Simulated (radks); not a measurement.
Results of a calculation; reference values are marked as such.
H I, configuration 1s0.75 2p0.25 (fractional occupations, a model configuration).

Code: a radial shooting solver on a logarithmic mesh with Libxc functionals. Model: scalar-relativistic Kohn-Sham, LDA (Slater exchange, Perdew-Wang correlation), spin-polarised, spherical densities, point nucleus; open shells are filled with parallel spins first.

Energy parts (eV):
part                   energy
total                 -11.001
kinetic                10.745
electron-nucleus      -21.617
Hartree                 5.602
exchange-correlation   -5.732

Orbitals (lengths in bohr, moments of r in powers of bohr; r(90%) holds 90 % of the orbital's charge):
orbital  occ.  eigenvalue (eV)  <r^2>  <r^4>  r(90%)
1s up    0.75          -9.4341  2.993  23.37    2.66
2s up       0          -0.8912  91.08  14030    13.6
2p up    0.25          -0.5963  105.9  20580    15.0

The highest occupied level is 2p up at -0.596 eV. The configuration is held as typed, so some empty levels lie below it. Summed over all electrons, <r^2> = 28.73 bohr^2, which gives a Langevin (diamagnetic) susceptibility term of -22.8 x 10^-6 cm^3/mol.
